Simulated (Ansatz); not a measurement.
`N[Si@@H]1[SiH2][C@H]1[SiH3]` and `N[SiH]1C[SiH2]1` differ in one atom or group.

Ansatz, PBE0-D4/def2-TZVP geometries, multiplicity 1. Each molecule was computed in one conformer, which needn't be the lowest.

```csv
property,`N[Si@@H]1[SiH2][C@H]1[SiH3]`
size of the dipole moment (ωB97M-V/def2-TZVPP) / D,2.37
HOMO–LUMO gap (B3LYP/def2-TZVPP) / eV,5.86
HOMO energy (ωB97M-V/def2-TZVPP) / eV,-8.52
LUMO energy (ωB97M-V/def2-TZVPP) / eV,1.42
LUMO energy (PBE/def2-TZVPP) / eV,-1.13
HOMO–LUMO gap (PBE0/def2-TZVPP) / eV,6.22
```

What does the change do to each property? (An estimate is asked.)

The calculation gave: 
| property | `N[SiH]1C[SiH2]1` | shift |
| --- | --- | --- |
| size of the dipole moment (ωB97M-V/def2-TZVPP) / D | 1.52 | -0.85 |
| HOMO–LUMO gap (B3LYP/def2-TZVPP) / eV | 6.13 | 0.27 |
| HOMO energy (ωB97M-V/def2-TZVPP) / eV | -8.46 | 0.06 |
| LUMO energy (ωB97M-V/def2-TZVPP) / eV | 1.73 | 0.31 |
| LUMO energy (PBE/def2-TZVPP) / eV | -0.81 | 0.32 |
| HOMO–LUMO gap (PBE0/def2-TZVPP) / eV | 6.51 | 0.29 |

With PBE0 the HOMO rises by 0.05 eV and the LUMO rises by 0.33 eV, so the gap widens by about 0.28 eV. PBE moves the HOMO by 0.01 eV and ωB97M-V by 0.06 eV. Dipoles are sizes alone; their direction can turn.

B3LYP here is the variant with VWN-RPA as its local correlation; programs differ in this.
